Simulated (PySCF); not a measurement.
Compound: C3H5F3N (doublet state).
Structure used (GFN2-xTB), in Å, numbered top down from 1:
```xyz
12
C3H5F3N angstrom
C     -0.832    1.172   -0.089
C     -0.177   -0.157    0.039
N     -0.603   -1.223   -0.746
C      1.216   -0.221    0.517
F      1.571   -1.465    0.902
F      1.443    0.591    1.562
F      2.162    0.134   -0.412
H     -0.402    1.759   -0.908
H     -1.894    1.045   -0.287
H     -0.704    1.744    0.828
H     -1.599   -1.263   -0.900
H     -0.181   -2.115   -0.530
```

The hyperfine couplings belong to this conformer and change with its torsions.

The species is `C[C](N)C(F)(F)F` [radical].

Level of theory: UKS B3LYP, pcH-1 on C F H N, non-relativistic, mean-field spin-orbit, GIAO (PySCF). Isolated species at its GFN2-xTB geometry (one conformer only). The geometry wasn't refined by DFT: couplings that depend on bond lengths, twists or pyramidal angles can differ widely from those at the functional's own minimum. The SCF solution wasn't tested for stability.

Principal values of hyperfine tensors in MHz (contact and dipolar terms together), for some of the nuclei:

```
atom  isotope      A1      A2      A3
  F7      19F  103.05  107.05  334.12
  H8       1H  105.46  106.69  116.72
  C2      13C   31.56   32.03  235.91
  F6      19F    8.54    9.48   85.62
  F5      19F    6.61    7.96   69.38
  C4      13C  -28.12  -25.30  -17.38
  C1      13C  -21.00  -20.14  -16.38
  H9       1H   12.35   13.05   25.09
```

(1) Give the isotropic coupling of each nucleus in MHz and in mT (g = 2.0027), and the anisotropic part.

(2) What spin density at the nucleus of F6 lies behind its contact coupling (g_N = 5.25774)?

(3) H10 (1H, g_N = 5.58569) isn't in the table. Its spin density at the nucleus is 0.007321 bohr⁻³. What is its contact coupling?

(4) Which nucleus of the table has the largest anisotropic coupling, and what is its form?

(5) What first-order splitting does F7 cause when the field lies along A1, A2 or A3 of its tensor (g taken as isotropic, no quadrupole term)?

Results:

(1) a_iso = (A1 + A2 + A3)/3, Ti = Ai − a_iso; 1 mT corresponds to 28.030 MHz.

| atom | a_iso (MHz) | a_iso (mT) | T1 | T2 | T3 |
| --- | --- | --- | --- | --- | --- |
| F7 | 181.41 | 6.472 | -78.36 | -74.35 | 152.72 |
| H8 | 109.62 | 3.911 | -4.16 | -2.93 | 7.09 |
| C2 | 99.83 | 3.562 | -68.27 | -67.80 | 136.07 |
| F6 | 34.55 | 1.232 | -26.01 | -25.06 | 51.07 |
| F5 | 27.98 | 0.998 | -21.37 | -20.02 | 41.39 |
| C4 | -23.60 | -0.842 | -4.52 | -1.70 | 6.22 |
| C1 | -19.17 | -0.684 | -1.83 | -0.96 | 2.79 |
| H9 | 16.83 | 0.600 | -4.47 | -3.78 | 8.26 |

(2) a_FC = 800.24 MHz bohr³ × g_N × ρ(0)/(2S). With a_FC = 34.55 MHz and 2S = 1, ρ(0) = 0.008211 bohr⁻³.

(3) By the same relation, a_FC = 32.7 MHz. Its full tensor has the principal values 27.84, 28.42, 41.91 MHz.

(4) F7: -78.4, -74.4, 152.7 MHz, nearly axial, close to the ratio −1:−1:+2.

(5) 2 lines (I = 1/2), spaced by |A_i|/(g × 13.996): 3.68, 3.82, 11.92 mT along the axes of A1, A2 and A3.

On Arm Neoverse N1, one thread, no GPU, on a shared host, this took 55 s (with the writing of density and orbital grids) and 0.88 GiB of memory at its peak.
